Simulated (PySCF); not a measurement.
C4H5F, SMILES F[C@H]1C=CC1. Atoms are numbered in the order given.

```xyz
10

F     -1.5142     0.6658     0.4302
C     -0.5182     0.1847    -0.3753
C      0.8537     0.7781    -0.2002
C      1.4098    -0.4138     0.0650
C      0.1031    -1.1715     0.0544
H     -0.8910     0.1923    -1.4153
H      1.2401     1.7932    -0.3173
H      2.4434    -0.7439     0.2018
H      0.0026    -2.0138    -0.6504
H     -0.2576    -1.4846     1.0464
```
Charge 0, spin multiplicity 1.

Coordinates come from a PBE0-D3(BJ)/def2-SVP optimisation. The structure was generated by enumeration; whether it is a known compound was not checked.

Computed with HF/pcSseg-1 run with PySCF.

GIAO shieldings, no solvent; atoms listed in one row are averaged. δ = σ(ref) − σ: ¹⁹F against CFCl3 (σ = 238.5 ppm); ¹³C against TMS (σ = 192.6 ppm); ¹H against TMS (σ = 31.99 ppm), references at their B3LYP-D3(BJ)/def2-TZVP geometries, non-relativistic.

Task: Estimate the chemical shifts. (An estimate is asked for; the answer gives what the named calculation found.)

Result: 
| nucleus | atoms | count | δ (ppm) |
|---|---|---|---|
| ¹⁹F | F1 | 1 | -161.3 |
| ¹³C | C4 | 1 | 151.3 |
| ¹³C | C3 | 1 | 149.5 |
| ¹³C | C2 | 1 | 80.3 |
| ¹³C | C5 | 1 | 39.2 |
| ¹H | H8 | 1 | 6.83 |
| ¹H | H7 | 1 | 6.79 |
| ¹H | H6 | 1 | 5.24 |
| ¹H | H10 | 1 | 3.07 |
| ¹H | H9 | 1 | 2.95 |
